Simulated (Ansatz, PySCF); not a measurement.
Spin states of F3Re (SMILES [F][Re]([F])[F]), each relaxed with B3LYP-D3(BJ)/def2-TZVP.
State 1 (charge 0, multiplicity 3):
```xyz
4

Re    -0.01418     0.01710    -0.01429
F     -1.54843    -0.97810    -0.02043
F     -0.01579     1.70406    -0.72092
F      1.52042    -0.67600     0.69959
```
State 2 (charge 0, multiplicity 1):
```xyz
4

Re     0.13313    -0.05078     0.05493
F     -1.56808    -0.70341    -0.14017
F     -0.25909     1.55927    -0.72737
F      1.63605    -0.73801     0.75657
```

Singlets are restricted, other states unrestricted; no spin–orbit coupling, no relativity up to Kr; see below for the cores. The largest T1 diagnostic is 0.027.

Correlated levels freeze the inner cores; with def2 sets outer-core shells near the valence are correlated too. CBS: X⁻³ extrapolation of the correlation energy, Hartree–Fock from the larger set.

Programs: Ansatz (a quantum-chemistry and plane-wave program); PySCF for the dispersion terms. Values without a source in brackets are computed. In def2 rows elements past Kr take small-core potentials, without spin–orbit coupling.

PBE/def2-TZVPP gives 19.09 kcal/mol for the energy of the multiplicity-1 state less that of the multiplicity-3 state.

Problem. Predict the shift from PBE, with its sign, for: PBE-D3(BJ)/def2-TZVPP, r2SCAN/def2-TZVPP, B3LYP/def2-TZVPP, wB97M-V/def2-TZVPP, B2PLYP/def2-TZVPP, CCSD(T)/CBS(def2-SVP, def2-TZVPP).

Solution. PBE-D3(BJ)/def2-TZVPP -0.01; r2SCAN/def2-TZVPP 5.21; B3LYP/def2-TZVPP 0.13; wB97M-V/def2-TZVPP -0.96; B2PLYP/def2-TZVPP 0.42; CCSD(T)/CBS(def2-SVP, def2-TZVPP) -0.81 kcal/mol. 3 of 6 lie above PBE; the widest gap is to r2SCAN/def2-TZVPP.

Doubts at one or more of the structures used: a restricted determinant that unrestricted orbitals would lower (B2PLYP/def2-TZVPP, CCSD(T)/CBS(def2-SVP, def2-TZVPP)).
